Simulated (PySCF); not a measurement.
PySCF input file for H2, SMILES [H][H], TDDFT-PBE/def2-TZVPD. Geometry: PBE0-D3(BJ)/def2-TZVPD.

```python
import numpy as np
from pyscf import gto, scf, dft, tdscf

mol = gto.M(
    atom='''
    H     0.00000000    0.00000000   -0.37312407
    H     0.00000000    0.00000000    0.37312407
    ''',
    basis='def2-TZVPD',
    charge=0,
    spin=0,
    symmetry=True,
    symmetry_subgroup='D2h',
    max_memory=1600,
    verbose=4,
)
mf = dft.RKS(mol, xc='pbe').density_fit(auxbasis='def2-universal-jkfit')
mf.grids.level = 3
mf.conv_tol = 1e-9
mf.max_cycle = 100
mf.kernel()
mf.grids = dft.Grids(mol).set(level=1).build(with_non0tab=True)  # coarser grid for the response kernel
td = tdscf.TDDFT(mf)
td.singlet = True
td.nstates = 10
td.conv_tol = 1e-4
td.positive_eig_threshold = 1e-6
td.kernel(x0=td.get_init_guess(mf, 15))
td.analyze()
tt = tdscf.TDA(mf)
tt.singlet = False
tt.nstates = 4
tt.conv_tol = 1e-4
tt.positive_eig_threshold = 1e-6
tt.kernel(x0=tt.get_init_guess(mf, 9))
tt.analyze(verbose=3)
```

It prints:

```
PySCF version 2.14.0

[INPUT] verbose = 4
[INPUT] num. atoms = 2
[INPUT] num. electrons = 2
[INPUT] charge = 0
[INPUT] spin (= nelec alpha-beta = 2S) = 0
[INPUT] symmetry True subgroup D2h
[INPUT] Mole.unit = angstrom
[INPUT] Symbol           X                Y                Z      unit          X                Y                Z       unit  Magmom
[INPUT]  1 H      0.000000000000   0.000000000000  -0.373124070000 AA    0.000000000000   0.000000000000  -0.705102302783 Bohr   0.0
[INPUT]  2 H      0.000000000000   0.000000000000   0.373124070000 AA    0.000000000000   0.000000000000   0.705102302783 Bohr   0.0

nuclear repulsion = 0.709116957959855
point group symmetry = Dooh, use subgroup D2h
symmetry origin: [0. 0. 0.]
symmetry axis x: [1. 0. 0.]
symmetry axis y: [0. 1. 0.]
symmetry axis z: [0. 0. 1.]
num. orbitals of irrep Ag = 5
num. orbitals of irrep B2g = 2
num. orbitals of irrep B3g = 2
num. orbitals of irrep B1u = 5
num. orbitals of irrep B2u = 2
num. orbitals of irrep B3u = 2
number of shells = 10
number of NR pGTOs = 22
number of NR cGTOs = 18
basis = def2-TZVPD
ecp = {}


[settings echo left out]
init E= -0.962847404686444
HOMO (Ag) = -0.424941750701611  LUMO (B1u) = 0.0149460111381236  gap/eV = 11.96996
cycle= 1 E= -1.16458494316497  delta_E= -0.202  |g|= 0.0559  |ddm|= 0.466
HOMO (Ag) = -0.364583317924866  LUMO (B1u) = 0.035810606237329  gap/eV = 10.89527
cycle= 2 E= -1.16577226410263  delta_E= -0.00119  |g|= 0.0189  |ddm|= 0.0657
HOMO (Ag) = -0.380360043997614  LUMO (B1u) = 0.0298938189534675  gap/eV = 11.16358
cycle= 3 E= -1.16593419565029  delta_E= -0.000162  |g|= 0.000182  |ddm|= 0.0174
HOMO (Ag) = -0.380190968709857  LUMO (B1u) = 0.0299516239473667  gap/eV = 11.16055
cycle= 4 E= -1.16593420936154  delta_E= -1.37e-08  |g|= 1.4e-06  |ddm|= 0.000156
HOMO (Ag) = -0.38019287620094  LUMO (B1u) = 0.0299501985352236  gap/eV = 11.16056
cycle= 5 E= -1.16593420936266  delta_E= -1.12e-12  |g|= 5.48e-08  |ddm|= 2.04e-06
HOMO (Ag) = -0.380192819301227  LUMO (B1u) = 0.0299502161706657  gap/eV = 11.16056
Extra cycle  E= -1.16593420936266  delta_E= -2.22e-15  |g|= 1.59e-08  |ddm|= 5.29e-08
converged SCF energy = -1.16593420936266
tot grids = 4944
Overwritten attributes  positive_eig_threshold  of <class 'pyscf.tdscf.rks.CasidaTDDFT'>


******** <class 'pyscf.tdscf.rks.CasidaTDDFT'> for <class 'pyscf.df.df_jk.DFSymAdaptedRKS'> ********
nstates = 10 singlet
deg_eia_thresh = 1.000e-03
wfnsym = None
conv_tol = 0.0001
eigh lindep = 1e-12
eigh level_shift = 0
eigh max_cycle = 100


Excitation energies (eV)
[11.9549614  13.33048186 13.33048186 14.92833909 16.45123277 16.45123277
 18.26640731 19.2070463  30.72547033 46.68768593]

** Singlet excitation energies and oscillator strengths **
Excited State   1:  B1u     11.95496 eV    103.71 nm  f=0.3256
       1 -> 2         0.69152
       1 -> 8         0.14719
Excited State   2:  B3u     13.33048 eV     93.01 nm  f=0.3630
       1 -> 4        -0.70683
Excited State   3:  B2u     13.33048 eV     93.01 nm  f=0.3630
       1 -> 3         0.70683
Excited State   4:   Ag     14.92834 eV     83.05 nm  f=0.0000
       1 -> 5        -0.68536
       1 -> 9        -0.17523
Excited State   5:  B3g     16.45123 eV     75.36 nm  f=0.0000
       1 -> 7        -0.70714
Excited State   6:  B2g     16.45123 eV     75.36 nm  f=0.0000
       1 -> 6        -0.70714
Excited State   7:  B1u     18.26641 eV     67.88 nm  f=0.2515
       1 -> 2        -0.14296
       1 -> 8         0.68682
       1 -> 10        0.10008
Excited State   8:   Ag     19.20705 eV     64.55 nm  f=0.0000
       1 -> 5         0.17558
       1 -> 9        -0.68510
Excited State   9:  B1u     30.72547 eV     40.35 nm  f=0.0814
       1 -> 10       -0.69933
Excited State  10:  B2u     46.68769 eV     26.56 nm  f=0.3474
       1 -> 11        0.70689

** Transition electric dipole moments (AU) **
state          X           Y           Z        Dip. S.      Osc.
  1         0.0000     -0.0000      1.0543      1.1115      0.3256
  2        -1.0543      0.0000      0.0000      1.1116      0.3630
  3         0.0000      1.0543      0.0000      1.1116      0.3630
  4         0.0000     -0.0000      0.0000      0.0000      0.0000
  5        -0.0000     -0.0000     -0.0000      0.0000      0.0000
  6        -0.0000      0.0000     -0.0000      0.0000      0.0000
  7         0.0000     -0.0000     -0.7496      0.5619      0.2515
  8        -0.0000      0.0000     -0.0000      0.0000      0.0000
  9         0.0000     -0.0000     -0.3289      0.1082      0.0814
 10         0.0000      0.5511      0.0000      0.3037      0.3474

** Transition velocity dipole moments (imaginary part, AU) **
state          X           Y           Z        Dip. S.      Osc.
  1         0.0000     -0.0000      0.4661      0.2172      0.3297
  2        -0.5326      0.0000      0.0000      0.2837      0.3861
  3        -0.0000      0.5326     -0.0000      0.2837      0.3861
  4         0.0000     -0.0000      0.0000      0.0000      0.0000
  5        -0.0000      0.0000     -0.0000      0.0000      0.0000
  6         0.0000      0.0000     -0.0000      0.0000      0.0000
  7         0.0000     -0.0000     -0.4933      0.2433      0.2416
  8        -0.0000      0.0000     -0.0000      0.0000      0.0000
  9         0.0000     -0.0000     -0.3689      0.1361      0.0804
 10        -0.0000      0.7558     -0.0000      0.5712      0.2219

** Transition magnetic dipole moments (imaginary part, AU) **
state          X           Y           Z
  1         0.0000     -0.0000     -0.0000
  2        -0.0000     -0.0000     -0.0000
  3        -0.0000     -0.0000     -0.0000
  4         0.0000     -0.0000     -0.0000
  5         0.0964      0.0000     -0.0000
  6         0.0000     -0.0964     -0.0000
  7         0.0000     -0.0000     -0.0000
  8        -0.0000     -0.0000     -0.0000
  9         0.0000     -0.0000     -0.0000
 10        -0.0000     -0.0000     -0.0000
Overwritten attributes  positive_eig_threshold  of <class 'pyscf.tdscf.rks.TDA'>


******** <class 'pyscf.tdscf.rks.TDA'> for <class 'pyscf.df.df_jk.DFSymAdaptedRKS'> ********
nstates = 4 triplet
deg_eia_thresh = 1.000e-03
wfnsym = None
conv_tol = 0.0001
eigh lindep = 1e-12
eigh level_shift = 0
eigh max_cycle = 100


Excitation energies (eV)
[ 9.97116505 12.222452   12.222452   13.40023056]

** Triplet excitation energies and oscillator strengths **
Excited State   1:  B1u      9.97117 eV    124.34 nm  f=0.0000
Excited State   2:  B2u     12.22245 eV    101.44 nm  f=0.0000
Excited State   3:  B3u     12.22245 eV    101.44 nm  f=0.0000
Excited State   4:   Ag     13.40023 eV     92.52 nm  f=0.0000
```

The calculation finished and met its thresholds.
